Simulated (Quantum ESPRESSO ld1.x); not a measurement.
Results of a calculation; reference values are marked as such.
Q: These are the eigenvalues of the occupied orbitals of an atom or ion with whole-number occupations (hartree). Level of theory: scalar-relativistic Kohn-Sham, revPBE, spin-unpolarised, spherical densities, point nucleus (ld1.x of Quantum ESPRESSO 7.5).

orbital  eigenvalue
1s         -2187.08
2s         -430.903
2p         -390.237
3s         -150.089
3p         -137.680
3d         -123.140

Which element is it, and in what charge state? The configuration may be excited.

A: Z = 68, erbium, charge +42: Er42+ in [Ar] 3d8. The list shows which subshells hold electrons but not how many an open one holds; the 1s level, -2187.1 hartree, gives Z - s = 66.1 by -(Z - s)^2/2, which with screening and relativity narrows Z to a few neighbours, and the depths of the outer levels then fix element, charge and occupations together.
